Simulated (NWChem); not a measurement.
Everything below was run with NWChem. System: hydrogen bromide (HBr), charge 0, spin multiplicity 1, at a geometry optimised with PBE0/def2-SVP. Level: RHF/def2-QZVP.

NWChem printed:

```
             Northwest Computational Chemistry Package (NWChem) 7.3.0
             --------------------------------------------------------

                                NWChem Input Module
                                -------------------

 Scaling coordinates for geometry "geometry" by  1.889725989
 (inverse scale =  0.529177249)

 Turning off AUTOSYM since
 SYMMETRY directive was detected!

                             Geometry "geometry" -> ""
                             -------------------------

 Output coordinates in angstroms (scale by  1.889725989 to convert to a.u.)

  No.       Tag          Charge          X              Y              Z
 ---- ---------------- ---------- -------------- -------------- --------------
    1 Br                  35.0000     0.00000000     0.00000000     0.03951000
    2 H                    1.0000     0.00000000     0.00000000    -1.38285700

 Effective nuclear repulsion energy (a.u.)      13.0213958247

            Nuclear Dipole moment (a.u.)
            ----------------------------
        X                 Y               Z
 ---------------- ---------------- ----------------
     0.0000000000     0.0000000000    -0.0000132281

      Symmetry information
      --------------------

 Group name             C2v
 Group number             16
 Group order               4
 No. of unique centers     2

      Symmetry unique atoms

     1    2


 Summary of "ao basis" -> "" (spherical)
 ------------------------------------------------------------------------------
       Tag                 Description            Shells   Functions and Types
 ---------------- ------------------------------  ------  ---------------------
 *                         def2-qzvp                  on all atoms

 Summary of "ao basis" -> "ao basis" (spherical)
 ------------------------------------------------------------------------------
       Tag                 Description            Shells   Functions and Types
 ---------------- ------------------------------  ------  ---------------------
 Br                        def2-qzvp                25       75   11s7p4d2f1g
 H                         def2-qzvp                10       30   4s3p2d1f

                                 NWChem SCF Module
                                 -----------------

  ao basis        = "ao basis"
  functions       =   105
  atoms           =     2
  closed shells   =    18
  open shells     =     0
  charge          =   0.00
  wavefunction    = RHF
  use symmetry    = T
  symmetry adapt  = T

 Summary of "ao basis" -> "ao basis" (spherical)
 ------------------------------------------------------------------------------
       Tag                 Description            Shells   Functions and Types
 ---------------- ------------------------------  ------  ---------------------
 Br                        def2-qzvp                25       75   11s7p4d2f1g
 H                         def2-qzvp                10       30   4s3p2d1f

      Symmetry analysis of basis
      --------------------------

        a1         46
        a2         11
        b1         24
        b2         24

 Forming initial guess at       0.2s

      Superposition of Atomic Density Guess
      -------------------------------------

 Sum of atomic energies:       -2572.94806546

      Non-variational initial energy
      ------------------------------

 Total energy =   -2573.019610
 1-e energy   =   -3608.222219
 2-e energy   =    1022.181213
 HOMO         =      -0.403105
 LUMO         =       0.045188

      Symmetry analysis of molecular orbitals - initial
      -------------------------------------------------

 !! scf_movecs_sym_adapt:   68 vectors were symmetry contaminated

  Symmetry fudging

 !! scf_movecs_sym_adapt:   64 vectors were symmetry contaminated

  Numbering of irreducible representations:

     1 a1          2 a2          3 b1          4 b2

  Orbital symmetries:

     1 a1          2 a1          3 a1          4 b2          5 b1
     6 a1          7 a1          8 b1          9 b2         10 a1
    11 b1         12 b2         13 a1         14 a2         15 a1
    16 a1         17 b1         18 b2         19 a1         20 a1
    21 b1         22 b2         23 a1         24 b1         25 b2
    26 a1         27 a2         28 a1

 Starting SCF solution at       6.3s

 ----------------------------------------------
         Quadratically convergent ROHF

 Convergence threshold     :          1.000E-07
 Maximum no. of iterations :          100
 Final Fock-matrix accuracy:          1.000E-09
 ----------------------------------------------

              iter       energy          gnorm     gmax       time
             ----- ------------------- --------- --------- --------
                 1    -2573.0365626839  3.72D-01  1.72D-01      6.4
                 2    -2573.0494169494  1.68D-01  6.01D-02      6.4
                 3    -2573.0512216461  2.51D-03  8.76D-04      6.6
                 4    -2573.0512223736  2.32D-06  7.63D-07      6.8
                 5    -2573.0512223736  2.20D-09  7.16D-10      7.1

       Final RHF  results
       ------------------

         Total SCF energy =  -2573.051222373608
      One-electron energy =  -3609.117235876498
      Two-electron energy =   1023.044617678191
 Nuclear repulsion energy =     13.021395824699

        Time for solution =      0.7s

       Symmetry analysis of molecular orbitals - final
       -----------------------------------------------

  Numbering of irreducible representations:

     1 a1          2 a2          3 b1          4 b2

  Orbital symmetries:

     1 a1          2 a1          3 a1          4 b1          5 b2
     6 a1          7 a1          8 b2          9 b1         10 a1
    11 b2         12 b1         13 a1         14 a2         15 a1
    16 a1         17 b2         18 b1         19 a1         20 a1
    21 b1         22 b2         23 a1         24 b2         25 b1
    26 a1         27 a1         28 a2

             Final eigenvalues
             -----------------

              1
    1 -490.0375
    2  -65.1776
    3  -58.5331
    4  -58.5318
    5  -58.5318
    6   -9.8503
    7   -7.4618
    8   -7.4553
    9   -7.4553
   10   -3.2056
   11   -3.2017
   12   -3.2017
   13   -3.1936
   14   -3.1936
   15   -1.0327
   16   -0.5810
   17   -0.4348
   18   -0.4348
   19    0.0888
   20    0.2068
   21    0.2715
   22    0.2715
   23    0.2828
   24    0.4164
   25    0.4164
   26    0.4427
   27    0.4747
   28    0.4747

                       ROHF Final Molecular Orbital Analysis
                       -------------------------------------

 Vector   16  Occ=2.000000D+00  E=-5.809865D-01  Symmetry=a1
              MO Center= -2.2D-16, -2.7D-16, -2.9D-01, r^2= 1.6D+00
   Bfn.  Coefficient  Atom+Function         Bfn.  Coefficient  Atom+Function
  ----- ------------  ---------------      ----- ------------  ---------------
    26      0.327235  1 Br pz                29      0.308364  1 Br pz
    78     -0.251055  2 H  s                 10      0.204863  1 Br s
    11      0.196213  1 Br s                 77     -0.174539  2 H  s
    17     -0.162715  1 Br pz

 Vector   17  Occ=2.000000D+00  E=-4.347677D-01  Symmetry=b2
              MO Center= -7.3D-31,  6.0D-16,  1.1D-02, r^2= 1.5D+00
   Bfn.  Coefficient  Atom+Function         Bfn.  Coefficient  Atom+Function
  ----- ------------  ---------------      ----- ------------  ---------------
    28      0.487896  1 Br py                25      0.407999  1 Br py
    31      0.213980  1 Br py                16     -0.202553  1 Br py
    19     -0.163338  1 Br py

 Vector   18  Occ=2.000000D+00  E=-4.347677D-01  Symmetry=b1
              MO Center= -1.6D-16,  7.5D-31,  1.1D-02, r^2= 1.5D+00
   Bfn.  Coefficient  Atom+Function         Bfn.  Coefficient  Atom+Function
  ----- ------------  ---------------      ----- ------------  ---------------
    27      0.487896  1 Br px                24      0.407999  1 Br px
    30      0.213980  1 Br px                15     -0.202553  1 Br px
    18     -0.163338  1 Br px

 Vector   19  Occ=0.000000D+00  E= 8.877258D-02  Symmetry=a1
              MO Center= -2.5D-15,  1.1D-14, -1.1D+00, r^2= 5.2D+00
   Bfn.  Coefficient  Atom+Function         Bfn.  Coefficient  Atom+Function
  ----- ------------  ---------------      ----- ------------  ---------------
    79      2.009021  2 H  s                 11     -1.224458  1 Br s
    32      0.978543  1 Br pz                 9     -0.305304  1 Br s
    10      0.281673  1 Br s                 78     -0.209236  2 H  s
     8      0.180634  1 Br s                 26      0.180598  1 Br pz

 Vector   20  Occ=0.000000D+00  E= 2.067939D-01  Symmetry=a1
              MO Center= -3.7D-17,  3.8D-17, -5.4D-01, r^2= 5.2D+00
   Bfn.  Coefficient  Atom+Function         Bfn.  Coefficient  Atom+Function
  ----- ------------  ---------------      ----- ------------  ---------------
    78      2.600567  2 H  s                 32      1.083610  1 Br pz
    11     -0.960676  1 Br s                 79     -0.884285  2 H  s
    29      0.665296  1 Br pz                88      0.559287  2 H  pz
    10     -0.363925  1 Br s                 50     -0.349092  1 Br d  0
     9      0.224449  1 Br s                 26      0.170575  1 Br pz

 Vector   21  Occ=0.000000D+00  E= 2.715013D-01  Symmetry=b1
              MO Center=  3.4D-15,  1.3D-29,  4.2D-02, r^2= 5.9D+00
   Bfn.  Coefficient  Atom+Function         Bfn.  Coefficient  Atom+Function
  ----- ------------  ---------------      ----- ------------  ---------------
    30      1.621900  1 Br px                27     -1.360897  1 Br px
    21     -0.222189  1 Br px                24      0.210356  1 Br px
    18      0.157237  1 Br px

 center of mass
 --------------
 x =   0.00000000 y =   0.00000000 z =   0.04118839

 moments of inertia (a.u.)
 ------------------
           7.190573073844           0.000000000000           0.000000000000
           0.000000000000           7.190573073844           0.000000000000
           0.000000000000           0.000000000000           0.000000000000

  Mulliken analysis of the total density
  --------------------------------------

    Atom       Charge   Shell Charges
 -----------   ------   -------------------------------------------------------
    1 Br  35    35.11   1.80 -0.02  0.18  0.76  1.05  0.25  1.05  0.86  0.41  1.12  0.47  6.00  3.33  2.22  0.61  1.79  2.42  0.76  8.40  1.43  0.19  0.02  0.00  0.00  0.00
    2 H    1     0.89   0.10  0.31  0.38  0.04  0.00  0.01  0.04  0.00  0.00  0.00

       Multipole analysis of the density wrt the origin
       ------------------------------------------------

     L   x y z        total         open         nuclear
     -   - - -        -----         ----         -------
     0   0 0 0     -0.000000      0.000000     36.000000

     1   1 0 0      0.000000      0.000000      0.000000
     1   0 1 0      0.000000      0.000000      0.000000
     1   0 0 1     -0.390068      0.000000     -0.000013

     2   2 0 0    -14.905235      0.000000      0.000000
     2   1 1 0      0.000000      0.000000      0.000000
     2   1 0 1     -0.000000      0.000000      0.000000
     2   0 2 0    -14.905235      0.000000      0.000000
     2   0 1 1     -0.000000      0.000000      0.000000
     2   0 0 2    -11.737211      0.000000      7.024033

 Task  times  cpu:        7.1s     wall:        7.1s

 Total times  cpu:        7.2s     wall:        7.2s
```

Question: Write an NWChem input that would produce this output.

Answer: This is not unique; one that fits is 
```
start mol
memory heap 200 mb stack 800 mb global 1000 mb
geometry units angstroms nocenter noautoz
  Br     0.000000     0.000000     0.039510
  H      0.000000     0.000000    -1.382857
  symmetry group C2v
end
basis spherical
  * library def2-qzvp
end
scf
  rhf
  nopen 0
  maxiter 100
  thresh 1e-7
  semidirect memsize 60000000 filesize 0
end
task scf energy
```
